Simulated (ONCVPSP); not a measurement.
# Pb (Z = 82): excitation energies, all-electron against ONCV

ONCVPSP 4.0.1 input, shortened (lines: element, Z, core and valence counts, functional; n l f; lmax; l rc ep ncon nbas qcut; lloc lpopt rc5 dvloc0; l nproj debl; icmod fcfact rcfact), LDA (Perdew-Wang 92), scalar-relativistic:

```
  Pb 82.00   11    4  -001012      upf
    1    0    2.00
    2    0    2.00
    2    1    6.00
    3    0    2.00
    3    1    6.00
    3    2   10.00
    4    0    2.00
    4    1    6.00
    4    2   10.00
    4    3   14.00
    5    0    2.00
    5    1    6.00
    5    2   10.00
    6    0    2.00
    6    1    2.00
    2
    0    1.95    0.00    4    7    3.10
    1    1.30    0.00    4    7    9.70
    2    1.85    0.00    4    8    8.00
    4    2    1.30    6.00
    0    1    0.50
    1    2    1.00
    2    2    3.70
    3    6.00    1.65
```

Energies are relative to the spin-unpolarised reference configuration 5p6 5d10 6s2 6p2; without spin polarisation the order of configurations can differ from experiment.

Problem. Give the all-electron excitation energy and the error of the potential for: 5p6 5d10 6s2 6p1; 5p6 5d10 6s2 6p0; 5p6 5d10 6s1 6p0; 5p5 5d10 6s2 6p2.

Solution.

```tsv
valence configuration	charge	ΔE all-electron (eV)	error AE − PS (meV)
5p6 5d10 6s2 6p1	+1	6.827	-2.6
5p6 5d10 6s2 6p0	+2	20.583	-7.6
5p6 5d10 6s1 6p0	+3	53.458	-16
5p5 5d10 6s2 6p2	+1	93.102	-185
```
